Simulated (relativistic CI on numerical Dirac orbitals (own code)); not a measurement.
## Ir4+: 4d photoemission

Computed with this model: Dirac-Coulomb-Breit CI, orbitals from a KLI potential per configuration, model QED (radiative potential, 1s self-energy scaled to tabulated hydrogen-like ionisation energies), valence Slater integrals scaled by 0.9, multiplet model of photoemission in the sudden approximation; configurations [Xe] 4f14 5d5 → [Kr] 4d9 4f14 5s2 5p6 5d5; 300 K; Lorentzian 3.5 eV and Gaussian 0.6 eV FWHM. Energies are those of the free ion, without screening or charge transfer. The energies are binding energies and can lie tens of eV above those of solids. S is read from ⟨S²⟩ = S(S + 1).

free ion: ground-state S = 2.39, centroid 366.03 eV. Peaks (eV, height): 359.4 (100), 375.4 (65).

Strongest unbroadened transitions for free ion:

| Energy (eV) | Relative strength |
| --- | --- |
| 358.91 | 100.0 |
| 359.26 | 80.9 |
| 359.50 | 61.2 |
| 359.73 | 41.6 |
| 359.81 | 21.2 |
| 360.17 | 7.1 |
| 361.11 | 2.6 |
| 365.39 | 1.6 |
| 365.44 | 2.1 |
| 365.57 | 2.5 |
| 365.88 | 1.2 |
| 366.11 | 1.3 |
| 366.31 | 2.0 |
| 374.93 | 26.8 |
| 375.29 | 42.9 |
| 375.62 | 57.7 |
| 375.87 | 71.2 |
| 380.14 | 3.1 |
